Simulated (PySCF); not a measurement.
Energy of Ta²⁺ (tantalum, charge +2) between two integer charges

The 5d alpha orbital of [Xe] 4f14 5d3 is emptied in steps (occupation f), with all orbitals relaxed, ending at [Xe] 4f14 5d2. All numbers are calculated (PySCF 2.14, a scalar-relativistic core potential, in def2-TZVP with the def2 core potential (60 electrons) (6s4p3d1f, 40 functions)). The exact energy is a straight line in f; departures are measured from the line between the end points of the same method.

| f | B3LYP (eV) |
| --- | --- |
| 1 | 0.000 |
| 0.9 | -0.365 |
| 0.7 | -0.854 |
| 0.5 | -1.019 |
| 0.3 | -0.858 |
| 0.1 | -0.369 |
| 0 | 0.000 |

Task: For B3LYP, how does the orbital energy at f = 1 compare with the removal energy?

Result: −ε = 20.317 eV against a total-energy difference of 24.361 eV. By Janak's theorem ε = ∂E/∂f, so the gap between them reflects the curvature. Along the path −ε is 21.114 (f = 0.9), 22.722 (f = 0.7), 24.348 (f = 0.5), 25.985 (f = 0.3), 27.632 (f = 0.1) eV.

Reference removal energy between the ground levels: 23.1 ± 1.6 eV (theoretical estimate listed by NIST; NIST Atomic Spectra Database, ionization energies). The calculation has no spin-orbit coupling. The determinant left behind need not be the lowest term of the ion.
